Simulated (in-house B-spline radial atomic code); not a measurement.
Checks on a self-consistent run for Se⁺, [Ar] (3d3/2)3 (3d5/2)6 4s2 4p4. Level of theory: Dirac-Hartree-Fock, average of the jj configuration, Fermi nucleus of rms radius 4.14 fm; calculated with a B-spline radial code for spherical atoms.

```
orbital       q      ε (Eh)     <1/r>        <r²>  small-component weight
  1s1/2       2  -469.31383   34.5646  0.00261452                0.015177
  2s1/2       2   -63.36636   7.71501   0.0449043               0.0030034
  2p1/2       2   -56.67595    7.6482   0.0348035               0.0029714
  2p3/2       4   -55.16742   7.41174   0.0362979               0.0029038
  3s1/2       2   -10.07375    2.5263    0.367945              0.00072026
  3p1/2       2    -7.64483   2.39889    0.386313              0.00066446
  3p3/2       4    -7.51083    2.3511    0.397952              0.00065188
  3d3/2       3    -3.47430   2.09382    0.445449              0.00053586
  3d5/2       6    -3.45429   2.08105    0.449908              0.00053164
  4s1/2       2    -1.34536  0.771016     3.28777              0.00010243
  4p1/2  1.3333    -0.82419  0.653052     4.55649               7.653e-05
  4p3/2  2.6667    -0.80780  0.643317     4.67672              7.4941e-05
```

Electron-electron repulsion V_ee = 924.3216 hartree.

**Question.** What total energy follows from the eigenvalues?

**Answer.** The eigenvalues count the repulsion twice, so E = Σqε - V_ee = -1501.955 - 924.322 = -2426.276 hartree; the run printed -2426.276.

**Question.** Does the Dirac virial theorem hold?

**Answer.** For a point nucleus E = -2c²Σq·w, with w the small-component weight. Here Σq·w = 0.0646 and c = 137.0360, so the ratio E/(-2c²Σq·w) is 1.000014; the finite nucleus accounts for the departure from 1.

**Question.** What diamagnetic shielding (Lamb formula) and susceptibility (Langevin formula) do the radii give?

**Answer.** σ = (α²/3)Σq<1/r> = 171.653/(3·137.036²) = 3046.9 ppm, and χ = -0.79199×10⁻⁶·Σq<r²> = -25.79×10⁻⁶ cm³/mol with Σq<r²> = 32.568 bohr². Both are non-relativistic formulas without the paramagnetism of open shells.
